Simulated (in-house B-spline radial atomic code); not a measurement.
## PBEsol excitations of V⁵⁺

Method: PBEsol. Computed with an all-electron radial atomic-structure program (B-spline basis): linear response of the closed shell [Ne] 3s2 3p6 with the functional's adiabatic kernel; scalar-relativistic (spin-free one-electron X2C), finite nucleus, no spin-orbit coupling, no double excitations, S, P, D and F terms only. Only terms of natural parity with L up to 3 were computed.

Command:
```bash
python run_td.py task.json out
```
Settings (radii: box in bohr, nucleus in fm):
```
Z                        23
electrons                18
configuration            [Ne] 3s2 3p6
hamiltonian              x2c
method                   pbesol
box_radius               16.35
rms_radius               3.6002
intervals                71
```

Cost of the run: 0.7 s on 1 thread of Intel(R) Xeon(R) Platinum 8375C CPU @ 2.90GHz (Ice Lake) (shared host).

The lowest states, in the order of their Tamm-Dancoff energies; the method's threshold (minus the highest occupied level) is 117.28 eV. Labels give the largest channel, * marks a mixed state, and oscillator strengths are full-response dipole values. Semilocal kernels can invert the small singlet-triplet splittings of Rydberg terms. Energies in eV:

| state | full response | Tamm-Dancoff | oscillator strength |
| --- | --- | --- | --- |
| 3p → 3d 3P | 38.57 | 38.70 | - |
| 3p → 3d 3F | 39.21 | 39.34 | - |
| 3p → 3d 1F | 42.79 | 42.82 | - |
| 3p → 3d 1P | 55.02 | 57.47 | 3.85 |
| 3p → 4s 3P | 65.67 | 65.68 | - |
| 3p → 4s 1P | 66.47 | 66.53 | 0.225 |
| 3s → 3d 3D | 67.04 | 67.10 | - |
| 3s → 3d 1D | 71.31 | 71.42 | - |
| 3p → 4p 3S | 72.72 | 72.75 | - |
| 3p → 4p 3D | 73.41 | 73.42 | - |
| 3p → 4p 1D | 73.97 | 73.99 | - |
| 3p → 4p 1S | 76.97 | 77.21 | - |
| 3p → 4d 3P | 84.68 | 84.69 | - |
| 3p → 4d 3F | 84.84 | 84.85 | - |
| 3p → 4d 1F | 85.14 | 85.15 | - |
| 3p → 4d 1P | ? | ? | ? |
| 3p → 5s 3P | 91.38 | 91.38 | - |
| 3p → 5s 1P | 91.61 | 91.62 | 0.0623 |
| 3p → 4f 3D | 92.71 | 92.72 | - |
| 3s → 4s 3S | 92.83 | 92.85 | - |
| 3p → 4f 1D | 93.31 | 93.33 | - |
| 3s → 4s 1S* | ? | ? | - |

Where does 3s → 4s 1S lie?

At 93.77 eV in full response, 93.78 eV in Tamm-Dancoff.

Where does 3p → 4d 1P lie?

At 85.99 eV in full response, 86.15 eV in Tamm-Dancoff, oscillator strength 0.0513.

How large is the singlet-triplet splitting of 3p → 3d (F terms) in Tamm-Dancoff?

3.49 eV, from the unrounded values.

What polarisabilities and dispersion coefficient does the method give?

Dipole 1.082 bohr³, quadrupole 1.15 bohr⁵, C6 1.966 hartree·bohr⁶ for two such species.
